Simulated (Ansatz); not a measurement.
`[F][GeH]([Cl])[Br]` + H₂ → `[Cl][GeH2][Br]` + H–F at 298.15 K and 1 bar (hydrogenolysis of a Ge–F bond).

Computed with Ansatz on PBE0-D4/def2-TZVP structures; ΔE is electronic, products minus reactants. CCSD(T)/CBS adds triple-zeta CCSD(T) − MP2 to the extrapolated MP2 energy (def2 sets, frozen cores). This one scheme is used for every species. For Br, Ge outer-core shells are correlated without core-valence functions, which leaves a few kJ/mol of doubt a bond. Scalar relativity is left out up to krypton.

```json
{"species": "`[F][GeH]([Cl])[Br]`", "CCSD(T)/CBS energy (Eh)": "-5209.72032", "H − E (kJ/mol)": "51.0", "S (J/(mol·K))": "338.9"}
{"species": "H₂", "CCSD(T)/CBS energy (Eh)": "-1.17544", "H − E (kJ/mol)": "35.1", "S (J/(mol·K))": "130.4"}
{"species": "`[Cl][GeH2][Br]`", "CCSD(T)/CBS energy (Eh)": "-5110.48619", "H − E (kJ/mol)": "62.8", "S (J/(mol·K))": "318.3"}
{"species": "H–F", "CCSD(T)/CBS energy (Eh)": "-100.39570", "H − E (kJ/mol)": "33.5", "S (J/(mol·K))": "173.6"}
```

H − E and S are ideal-gas, rigid-rotor, harmonic terms from PBE0-D4/def2-TZVP, for one conformer and one mirror image of each species. The MP2-based limit puts H₂ 0.8 mEh under its directly extrapolated value; such offsets cancel only in part. 1 Eh = 2625.50 kJ/mol, R = 8.31446 J/(mol·K).

By hand: ΔE, ΔH, ΔS and ΔG.

ΔE = (-5110.48619) + (-100.39570) − (-5209.72032) − (-1.17544) = 0.01387 Eh = 36.4 kJ/mol. Δ(H − E) = 62.8 + 33.5 − 51.0 − 35.1 = 10.2, so ΔH = 46.6 kJ/mol. ΔS = 318.3 + 173.6 − 338.9 − 130.4 = 22.6 J/(mol·K). ΔG = 46.6 − 298.15 × (22.6)/1000 = 39.9 kJ/mol.

By hand: the equilibrium constant, and the temperature at which ΔG would vanish if ΔH and ΔS stayed fixed.

log₁₀ K = −ΔG/(RT ln 10) = -7.0. ΔG = 0 at ΔH/ΔS = 2062 K.

ΔH outweighs TΔS. A doubt of 5 kJ/mol in ΔE shifts log₁₀ K by 0.9 here. Other conformers and mirror images would add mixing entropy, several J/(mol·K) or more a flexible species. These are equilibria of isolated gas molecules and say nothing of rates. Largest T1 diagnostic: 0.010 (customary marks: 0.02 for closed shells, 0.045 for open ones).
